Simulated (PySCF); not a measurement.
Problem. What does the GFN2-xTB structure of `c1cccc(C)c1C#N` (ortho-tolunitrile) look like in three dimensions?

Solution. 
```
atom  x, y, z in Å
C1     1.977    0.819    0.135
C2     0.539    0.416    0.039
C3    -0.481    1.353   -0.016
C4    -1.808    0.964   -0.106
C5    -2.143   -0.380   -0.142
C6    -1.147   -1.335   -0.089
C7     0.188   -0.942    0.000
C8     1.195   -1.933    0.053
N9     2.008   -2.741    0.096
H10    2.075    1.901    0.156
H11    2.428    0.407    1.038
H12    2.540    0.430   -0.713
H13   -0.232    2.404    0.013
H14   -2.584    1.714   -0.147
H15   -3.176   -0.682   -0.212
H16   -1.387   -2.388   -0.117
```

Orientation and origin are arbitrary. Atoms count from 1 in this order. Of the pairs four or more bonds apart, C8···H11 is among the closest relative to their van der Waals radii: 2.82 Å, 97 % of the sum of Bondi's values. The C–C distances run from 1.381 Å (C5–C6, aromatic) to 1.496 Å (C1–C2, drawn single), a spread of 0.115 Å. The 9 heavy atoms lie in one plane (0.000 Å rms). The 6-membered ring C2–C3–C4–C5–C6–C7 has internal angles of 118.0° to 121.2°; it is planar, 0.00 Å rms from its mean plane, widest ring torsion 0°.

Bonds between heavy atoms (Å): C1–C2 1.496, C2–C3 1.386, C3–C4 1.385, C4–C5 1.386, C5–C6 1.381, C6–C7 1.394, C7–C8 1.414, C8≡N9 1.147, C2–C7 1.403.

The geometry is computed with GFN2-xTB (gas phase).

Point group: Cs (tolerance 0.08 Å). GFN2-xTB frequencies: not computed here.
